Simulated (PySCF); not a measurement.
## How methods differ on the ionisation energy of Au⁺

Au⁺ [Xe] 4f14 5d10 (1S) → Au²⁺ [Xe] 4f14 5d9 (2D), as a difference of total energies. Computed with PySCF 2.14 in def2-TZVPPD with the def2 core potential (60 electrons) (6s5p3d2f1g, 59 functions), with scalar relativity through the core potential. Correlated levels: valence: 5s2 5p6 frozen. The calculations carry no spin-orbit coupling.

```json
{"method": "UHF", "ionisation energy (eV)": "18.984", "difference from reference (eV)": "-1.219"}
{"method": "MP2 (valence)", "ionisation energy (eV)": "20.865", "difference from reference (eV)": "+0.662"}
{"method": "SCS-MP2 (valence)", "ionisation energy (eV)": "20.690", "difference from reference (eV)": "+0.487"}
{"method": "CCSD (valence)", "ionisation energy (eV)": "20.520", "difference from reference (eV)": "+0.317"}
{"method": "CCSD(T) (valence)", "ionisation energy (eV)": "20.617", "difference from reference (eV)": "+0.414"}
```

Reference: 20.203 ± 0.025 eV (measured; NIST Atomic Spectra Database, ionization energies).

The reference lies between the lowest fine-structure levels, while these numbers refer to the centres of the terms.

Errors of the correlated levels include the incompleteness of this basis and the frozen core.
